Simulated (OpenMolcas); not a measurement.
Pd4+ among 6 point charges of -1.7 e arranged as an octahedron (Oh), 2.32 Å from the ion.

```yaml
Program: OpenMolcas
Method: CASSCF
Basis: ANO-RCC-VTZP [7s6p4d2f1g]
Scalar_Hamiltonian: DKH2, point nucleus
Active_space: 6 electrons in 5 orbitals (4d)
State_averaging: 2S+1 = 5 even, 5 roots; 2S+1 = 3 even, 45 roots; 2S+1 = 1 even, 50 roots
Spin-orbit_coupling: state interaction with AMFI integrals over the reference wave functions
```

What is the spin-free ground state (labels of O, the rotations of Oh)?

5T2, 3-fold in its orbital part, 100 % from free-ion D terms; it has the highest spin that d6 allows.

Where is the first state of the same spin?

5E at 2400 cm-1 above the ground state.

What are the lowest two levels with spin-orbit coupling?

A 3-fold level T2, then a 2-fold level E 368.4 cm-1 above it. Their leading multiplicities are 5 (98 %) and 5 (98 %).

What is χT at 300 K, and how does it compare with the textbook value?

The lowest level has 2S+1 = 5, for which the spin-only value is χT = S(S+1) / 2 = 3.000 cm3 K/mol (g = 2). The computed 4.947 at 300 K differs by +1.947, through orbital momentum, spin-orbit coupling and any other state in reach. With a threefold ground state the orbital momentum is unquenched, so the spin-only value is not expected to hold.

Which ligand-field parameters describe the states?

A least-squares ligand-field fit to the states below 45000 cm-1, each weighted by its degeneracy and with a free common offset, gives 10Dq = 2306 cm-1, B = 1040 cm-1 and C = 4222 cm-1 (C/B = 4.06), with an rms deviation of 26 cm-1. 

An orbital triplet at a regular site is open to Jahn-Teller coupling, which can distort the site and quench the lowest spin-orbit gaps and is left out. Without dynamic correlation the repulsion within the d shell is too large (B by tens of per cent), so at a given field states of lower spin stand too high. Point charges give a weaker field than real ligands, and real ions of this kind are as a rule low spin; the high spin found here belongs to the model. This field is weak: 10Dq is about 2306 cm-1, while octahedral complexes of 4d ions of charge 3 and more, computed by the same method with explicit ligands, had a median near 25000 cm-1. Ground spin and moment need not be those of a real site. The ground term spreads over less than 5000 cm-1, several times less than with real ligands, so orbital moments are less quenched and χT lies further from the spin-only value than at real sites. This is an electrostatic model: the charges have no orbitals. No measured value stands beside these numbers.
